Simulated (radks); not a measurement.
Question: Os II, configuration [Xe] 4f14 5d6 6s1. All-electron calculation, Dirac Kohn-Sham, BLYP, spin-unpolarised, spherical densities, point nucleus; open shells are shared between the two j in proportion to 2j + 1; speed of light set to 205.554 atomic units (1.5 times the physical value, a model run). Program: a radial shooting solver on a logarithmic mesh with Libxc functionals. Some entries of the table are withheld. Estimate them.

orbital  occ.  eigenvalue (eV)  r(max) (bohr)  <r^2> (bohr^2)
1s1/2       2        -69971.81        0.01229       0.0004883
2s1/2       2        -11828.63        0.06839        0.007534
2p1/2       2        -11342.07        0.05213        0.005483
2p3/2       4        -10739.45        0.05509        0.006011
3s1/2       2        -2745.667         0.1895         0.04784
3p1/2       2        -2522.373         0.1779         0.04401
3p3/2       4        -2392.043         0.1840         0.04683
3d3/2       4        -1993.095         0.1444         0.03622
3d5/2       6        -1961.210         0.1461         0.03700
4s1/2       2        -575.7347         0.4265          0.2337
4p1/2       2        -481.5291            (1)          0.2408
4p3/2       4        -451.2476            (2)          0.2557
4d3/2       4        -286.3734         0.4336             (3)
4d5/2       6        -279.9992         0.4378             (4)
5s1/2       2         -88.5501         0.9642           1.270
4f5/2       6         -66.2834         0.4008          0.3663
4f7/2       8         -64.9838         0.4029          0.3711
5p1/2       2         -59.8964          1.030           1.538
5p3/2       4         -55.2014          1.064           1.653
5d3/2     2.4         -14.9430          1.333             (5)
5d5/2     3.6         -14.4480          1.351             (6)
6s1/2       1         -12.0229          2.554           9.920

Answer: 
(1) 4p1/2 r(max) (bohr): 0.4261
(2) 4p3/2 r(max) (bohr): 0.4388
(3) 4d3/2 <r^2> (bohr^2): 0.2748
(4) 4d5/2 <r^2> (bohr^2): 0.2804
(5) 5d3/2 <r^2> (bohr^2): 3.502
(6) 5d5/2 <r^2> (bohr^2): 3.625
